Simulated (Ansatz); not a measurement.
Job for Ansatz (an electronic-structure program): R-B2PLYP/def2-TZVPPD on CH2F2N2 (a complex). Files ending in .json are basis or fitting sets from the Basis Set Exchange.

Ansatz 0.2 input:
```yaml
crystal:
  periodic: [false, false, false]
  atoms:
    - {symbol: N, position_ang: [0.35842510, 0.06215926, -0.26468266]}
    - {symbol: N, position_ang: [-0.49305022, -0.03038760, 0.41040955]}
    - {symbol: F, position_ang: [0.45482905, -1.32388015, 3.22630784]}
    - {symbol: C, position_ang: [-0.28617030, -0.29035298, 3.71541005]}
    - {symbol: F, position_ang: [0.34820386, 0.87625533, 3.41045677]}
    - {symbol: H, position_ang: [-0.34194926, -0.38395985, 4.80114711]}
    - {symbol: H, position_ang: [-1.26047995, -0.29658130, 3.22579492]}
basis:
  gaussian:
    orbitals: def2-TZVPPD.json
hamiltonian:
  xc: {name: B2PLYP}
magnetization: {spin_polarized: false}
correlation: {electrons: outside_noble_gas}
scf: {lower_state_search: off}
```

Output:

```
WARN ansatz: RAYON_NUM_THREADS=1 ignored (pool sized by the plan → 1); use --threads N
Functional definition: B2PLYP
these checks for a lower state are left out or cut short: stability, starts, cluster_reference, orbital_swaps, neighbouring_geometries, increment
integrals: 0.45 GiB planned
1408 factors; integrals over basis functions are off by at most 1.1e-3 eV
mean field: 1.04 GiB planned
mean field evaluation 1: about -9471.0856 eV, gradient 3.3e1 eV
mean field evaluation 2: about -9471.2074 eV, gradient 3.3e1 eV
mean field evaluation 4: about -9472.7590 eV, gradient 3.9e0 eV
mean field evaluation 8: about -9472.7858 eV, gradient 1.8e-1 eV
mean field evaluation 16: about -9472.7858 eV, gradient 4.5e-6 eV
mean field -9472.78583161 eV, -348.1184584269 hartree, gradient 6.1e-6 eV, S^2 0.000000; 0 other end points of the search recorded, 0 dependent functions left out
5 core orbitals not correlated
reference -9472.78599538 eV, -348.1184644454 hartree; 15, 15 occupied and 205, 205 virtual orbitals, 1408 factors
second order -34.41066904 eV of doubles, -0.00000000 eV of singles
Total energy: -9482.07687602 eV, -348.4598980113 hartree
Checks for a lower state left out: stability, starts, cluster_reference, orbital_swaps, neighbouring_geometries, increment
```

The run converged.

Cost: very roughly 4 core-seconds.
